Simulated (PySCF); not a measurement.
Isomers of C5H6O2, one GFN2-xTB conformer each. Single-point energies are computed at PBE0/pcSseg-1 (PySCF, gas phase, no added dispersion term), electronic only.

Task: Rank them by PBE0/pcSseg-1 energy, lowest first (kcal/mol).
A. `[CH2:1]=[CH:2][C:3](=[CH2:4])[C:5](=[O:6])[OH:7]` with C1–C2–C3–C4 180°, C2–C3–C5–O6 0°, C3–C5–O7–H 180°
B. 2-penten-4-olide, `C[C@H]1C=CC(=O)O1`
C. `[CH2:1]=[CH:2][C:3](=[CH2:4])[O:5][CH:6]=[O:7]` with C1–C2–C3–C4 180°, C2–C3–O5–C6 -148°, C3–O5–C6–O7 1°
D. `[CH3:1][C:2]#[C:3][C:4](=[O:5])[O:6][CH3:7]` with C3–C4–O6–C7 180° (methyl 2-butynoate)
E. `[O:1]=[C:2]([OH:3])[C:4]1=[CH:5][CH2:6][CH2:7]1` with O1–C2–O3–H 0°, O1–C2–C4–C5 0°
F. `[CH3:1][O:2][c:3]1[cH:4][cH:5][cH:6][o:7]1` with C1–O2–C3–C4 180° (2-methoxyfuran)

Result: B (0.0), A (15.2), E (18.8), F (27.1), C (29.4), D (38.0).

As drawn, the lowest has a C=C bond outside aromatic rings, which the highest lacks; the highest has a C≡C bond, which the lowest lacks. Neighbours under 2.5 kcal/mol apart (COc1ccco1 and C=CC(=C)OC=O) can change places with a better method, another conformer or zero-point energy. GFN2-xTB itself gives, in the same order: 0.0, 28.9, 21.2, 5.1, 33.0, 32.1. Both levels put the same isomer lowest; measured from each level's own lowest isomer, the values differ by up to 22.0 kcal/mol (COc1ccco1: 5.1 against 27.1).

Task: Which frontier levels, dipoles and rotational constants go with these structures?

Result: 
```json
{"SMILES": "C[C@H]1C=CC(=O)O1", "HOMO (eV, PBE0/pcSseg-1)": "-7.95", "LUMO (eV)": "-1.36", "dipole (D)": "5.14", "A, B, C (MHz)": "5783, 2356, 1840"}
{"SMILES": "C=CC(=C)C(=O)O", "HOMO (eV, PBE0/pcSseg-1)": "-7.14", "LUMO (eV)": "-1.68", "dipole (D)": "1.78", "A, B, C (MHz)": "4118, 2524, 1565"}
{"SMILES": "O=C(O)C1=CCC1", "HOMO (eV, PBE0/pcSseg-1)": "-7.71", "LUMO (eV)": "-1.34", "dipole (D)": "2.13", "A, B, C (MHz)": "6258, 1967, 1525"}
{"SMILES": "COc1ccco1", "HOMO (eV, PBE0/pcSseg-1)": "-5.83", "LUMO (eV)": "0.77", "dipole (D)": "1.16", "A, B, C (MHz)": "7594, 2190, 1718"}
{"SMILES": "C=CC(=C)OC=O", "HOMO (eV, PBE0/pcSseg-1)": "-7.07", "LUMO (eV)": "-1.16", "dipole (D)": "1.91", "A, B, C (MHz)": "5483, 1937, 1498"}
{"SMILES": "CC#CC(=O)OC", "HOMO (eV, PBE0/pcSseg-1)": "-7.82", "LUMO (eV)": "-0.93", "dipole (D)": "2.36", "A, B, C (MHz)": "8582, 1227, 1088"}
```
